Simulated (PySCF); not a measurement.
## Structure from NMR data

Molecular formula: C$_{6}$H$_{11}$NO$_{2}$Si. Simulated spectra:

1H NMR (400 MHz, computed): δ 6.02 (q, 1H), 5.10 (t, 2H), 3.51 (s, 3H), 3.49 (t, 2H), 1.94 (d, 3H).

13C{1H} NMR (computed): δ 135.6, 131.2, 120.3, 65.6, 64.5, 14.5.

PySCF 2.14.0 with density-fitted response routines calculation with shielding tensors at PBE0/pcSseg-1 (GIAO) and structure optimised with GFN2-xTB; a single conformation, gas phase, no relativistic terms, one averaged value for each set of equivalent atoms.

Scale: 1H (σref 31.72), 13C (σref 186.93) vs TMS (reference shieldings calculated alike).

Which of these isomers gave the spectra?
A. CCOCc1cnoc1[SiH3]
B. C/C=C(/C#N)O[SiH2]COC
C. CN(C)[Si@@H](O)c1ccoc1

Results:

B. 

1. The formula gives 3 degrees of unsaturation (no ring in the answer).
2. 6 carbon signals for 6 carbons: no two carbons are equivalent.
3. Carbon types of the structure: 2 × C, 1 × CH, 1 × CH2, 2 × CH3, leaving 2 H on heteroatoms.
4. δC 135.6: β carbon of an enol-ether or enamine type C=C.
5. δC 131.2: alkene carbon bearing oxygen; the olefinic region.
6. δC 120.3: nitrile carbon; typical of a nitrile.
7. δC 65.6: methyl carbon bonded to O; deshielded by the electronegative neighbour.
8. δC 64.5: sp3 CH2 bonded to O and Si; pulled downfield by the heteroatom.

The others: CN(C)[Si@@H](O)c1ccoc1 would give 5 carbon signals, not 6; CCOCc1cnoc1[SiH3] has carbons computed at 172.3, 149.0, 135.4, 71.6, 69.8, 17.8, with a different DEPT pattern.

Shifts are as computed. Against solution values, carbons near 30 ppm lie about +3 ppm off and those near 130 ppm about +5 ppm. Of 1309 compounds with measured shifts, 239 miss one by over three times the rms of a fit or turn the order of signals round; such compounds aren't used in these exercises. No couplings were computed; multiplicities are counted from neighbouring protons, with m where these are inequivalent, close in shift, in a saturated or five-membered ring or joined by F or P, and br s for small geminal =CH2 splittings.
